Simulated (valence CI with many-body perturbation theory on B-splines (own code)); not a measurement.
**Forbidden lines of Ho61+**

Method: valence CI with perturbative core correlation (CI+MBPT): four valence electrons over a frozen Dirac-Fock core [He], a basis of 11 s, 11 p, 10 d, 8 f, 5 g, 2 h functions for each j, with the one-electron correlation potential Σ1 (screened to all orders), the two-electron term Σ2, the three-electron term Σ3, Breit, model QED; selected single and double excitations, second order for the rest, scaled by the run's own slope (own B-spline code, finite nucleus).

The last digits are not significant, and no measured levels were compared; by estimate large intervals hold to a few tenths of a per cent, small ones and those within an open d or f shell to about a per cent. Among the levels kept, up to 910 cm⁻¹ of a level comes from second order outside the variational space, and about a tenth of that is noise between levels of different J, which matters for small intervals.

Lines 1 to 50 of 91 in falling wavelength, among levels below 814.58 Ry, chosen from the decays that carry over 1 % of a level's rate. Wavelengths and rates use the calculated energies. Electric multipoles are in the length gauge, E1 and E2 with the static RPA response of the core. S is in atomic units (e²a₀⁴ for E2 and M2, e²a₀⁶ for E3), for M1 in squared Bohr magnetons. Weak lines are less certain than strong ones. Lines between different terms over intervals too small for the method are left out, as are lines whose strength nearly cancels.

Levels are named by their leading jj configuration (3d3/2^4 stands for four electrons in 3d with j = 3/2), which in mixed levels can hold well under half, so a name can repeat and another be missing. Letters in brackets count levels of one name in rising energy.

```tsv
λ vac (nm)	Upper	Lower	Type	A (s⁻¹)	S (a.u.)
1.390	(2s^2 2p1/2 2p3/2) J=1	(2s^2 2p1/2^2) J=0	M1	4.45e+09	1.33e+00
1.363	(2s^2 2p1/2 2p3/2) J=2	(2s^2 2p1/2^2) J=0	E2	1.52e+07	3.19e-05
1.362	(2s^2 2p3/2 3d5/2) J=4	(2s^2 2p1/2 3d5/2) J=3	M1	3.49e+09	2.94e+00
1.361	(2s^2 2p3/2^2) J=2	(2s^2 2p1/2 2p3/2) J=2	M1	3.52e+09	1.65e+00
1.335	(2s^2 2p3/2^2) J=2	(2s^2 2p1/2 2p3/2) J=1	M1	3.53e+09	1.55e+00
1.261	(2s^2 2p3/2^2) J=0	(2s^2 2p1/2 2p3/2) J=1	M1	8.07e+09	5.99e-01
0.1676	(2s^2 2p3/2 3p1/2) J=2	(2s^2 2p3/2^2) J=0	E2	2.97e+11	1.75e-05
0.1672	(2s^2 2p1/2 3p1/2) J=1	(2s^2 2p1/2 2p3/2) J=2	E2	8.01e+11	2.80e-05
0.1671	(2s 2p1/2^2 3p1/2) J=0	(2s 2p1/2^2 2p3/2) J=2	E2	1.58e+12	1.83e-05
0.1668	(2s^2 2p1/2 3p1/2) J=1	(2s^2 2p1/2 2p3/2) J=1	E2	7.96e+11	2.75e-05
0.1664	(2s^2 2p3/2 3p1/2) J=1	(2s^2 2p3/2^2) J=2	E2	8.16e+11	2.79e-05
0.1663	(2s^2 2p3/2 3p1/2) J=2	(2s^2 2p3/2^2) J=2	E2	1.11e+12	6.31e-05
0.1662	(2s^2 2p1/2 3p1/2) J=0	(2s^2 2p1/2 2p3/2) J=2	E2	1.56e+12	1.77e-05
0.1656	(2s 2p3/2^2 3p1/2) J=0	(2s 2p3/2^3) J=2	E2	8.59e+11	9.55e-06
0.1647	(2s^2 2p3/2 3d5/2) J=4	(2s 2p1/2 2p3/2^2) J=2 [b]	E2	2.00e+09	1.95e-07
0.1633	(2s 2p1/2 2p3/2 3p3/2) J=4	(2s 2p1/2 2p3/2^2) J=2 [b]	E2	5.33e+10	4.98e-06
0.1629	(2s^2 2p3/2 3d5/2) J=4	(2s 2p1/2 2p3/2^2) J=3	E2	1.25e+10	1.15e-06
0.1623	(2s 2p3/2^2 3p3/2) J=4	(2s 2p3/2^3) J=2	E2	2.75e+11	2.49e-05
0.1616	(2s 2p1/2 2p3/2 3p3/2) J=4	(2s 2p1/2 2p3/2^2) J=3	E2	4.75e+11	4.20e-05
0.1615	(2s 2p1/2 2p3/2 3p3/2) J=0 [b]	(2s 2p1/2 2p3/2^2) J=2 [b]	E2	8.48e+11	8.33e-06
0.1614	(2s^2 2p3/2 3p3/2) J=2	(2s^2 2p3/2^2) J=0	E2	3.20e+11	1.57e-05
0.1613	(2s 2p1/2 2p3/2 3p3/2) J=1 [e]	(2s 2p1/2 2p3/2^2) J=2 [b]	E2	4.90e+11	1.43e-05
0.1611	(2s 2p1/2 2p3/2 3p3/2) J=1 [e]	(2s 2p1/2 2p3/2^2) J=1 [a]	E2	4.26e+11	1.24e-05
0.1611	(2s 2p1/2^2 3p3/2) J=2	(2s 2p1/2^2 2p3/2) J=2	E2	5.43e+11	2.63e-05
0.1610	(2s^2 2p1/2 3p3/2) J=2	(2s^2 2p1/2 2p3/2) J=2	E2	5.45e+11	2.63e-05
0.1609	(2s^2 2p1/2 3p3/2) J=1	(2s^2 2p1/2 2p3/2) J=2	E2	3.93e+11	1.14e-05
0.1609	(2s^2 2p3/2 3p3/2) J=3	(2s^2 2p3/2^2) J=2	E2	6.10e+11	4.11e-05
0.1609	(2s^2 2p3/2 3p3/2) J=1	(2s^2 2p3/2^2) J=2	E2	6.09e+11	1.76e-05
0.1607	(2s 2p1/2 2p3/2 3p3/2) J=4	(2s 2p1/2 2p3/2^2) J=2 [a]	E2	3.08e+10	2.66e-06
0.1606	(2s^2 2p1/2 3p3/2) J=2	(2s^2 2p1/2 2p3/2) J=1	E2	2.40e+11	1.14e-05
0.1606	(2s^2 2p1/2 3p3/2) J=1	(2s^2 2p1/2 2p3/2) J=1	E2	3.86e+11	1.10e-05
0.1603	(2s 2p3/2^2 3p3/2) J=0	(2s 2p3/2^3) J=2	E2	3.28e+11	3.09e-06
0.1598	(2s^2 2p3/2 3p3/2) J=0	(2s^2 2p3/2^2) J=2	E2	1.60e+12	1.49e-05
0.1596	(2s 2p1/2 2p3/2 3p3/2) J=1 [e]	(2s 2p1/2 2p3/2^2) J=3	E2	2.89e+11	8.04e-06
0.1590	(2s 2p1/2 2p3/2 3p3/2) J=0 [b]	(2s 2p1/2 2p3/2^2) J=2 [a]	E2	2.18e+11	1.98e-06
0.1587	(2s 2p1/2 2p3/2 3d5/2) J=5	(2s 2p1/2 2p3/2^2) J=3	M2	3.49e+10	3.45e-06
0.1587	(2s 2p1/2 2p3/2 3d5/2) J=5	(2s 2p1/2 2p3/2^2) J=3	E3	1.86e+09	1.65e-06
0.1580	(2s^2 2p3/2 3d5/2) J=4	(2s^2 2p3/2^2) J=2	M2	3.34e+10	2.64e-06
0.1580	(2s^2 2p3/2 3d5/2) J=4	(2s^2 2p3/2^2) J=2	E3	2.43e+09	1.71e-06
0.1455	(2s^2 2p3/2 3d5/2) J=4	(2s 2p1/2^2 2p3/2) J=2	E2	6.28e+09	3.30e-07
0.1445	(2s 2p3/2^2 3p3/2) J=4	(2s 2p1/2 2p3/2^2) J=3	E2	3.68e+11	1.87e-05
0.1445	(2s 2p1/2 2p3/2 3p3/2) J=4	(2s 2p1/2^2 2p3/2) J=2	E2	8.50e+11	4.30e-05
0.1443	(2s 2p3/2^2 3p3/2) J=0	(2s 2p1/2 2p3/2^2) J=2 [b]	E2	9.50e+11	5.30e-06
0.1442	(2s 2p1/2 2p3/2 3p3/2) J=1 [e]	(2s 2p1/2^2 2p3/2) J=1	E2	4.72e+11	7.88e-06
0.1440	(2s 2p3/2^2 3p3/2) J=2 [c]	(2s 2p1/2 2p3/2^2) J=1 [b]	E2	2.81e+11	7.77e-06
0.1440	(2s^2 2p1/2 3p3/2) J=2	(2s^2 2p1/2^2) J=0	E2	7.63e+11	2.11e-05
0.1440	(2s 2p3/2^2 3p3/2) J=2 [c]	(2s 2p1/2 2p3/2^2) J=2 [b]	E2	3.95e+11	1.09e-05
0.1439	(2s^2 2p3/2 3p3/2) J=3	(2s^2 2p1/2 2p3/2) J=2	E2	3.95e+11	1.52e-05
0.1439	(2s^2 2p3/2 3p3/2) J=1	(2s^2 2p1/2 2p3/2) J=2	E2	8.01e+11	1.32e-05
0.1438	(2s 2p3/2^2 3p3/2) J=4	(2s 2p1/2 2p3/2^2) J=2 [a]	E2	6.63e+11	3.28e-05
```
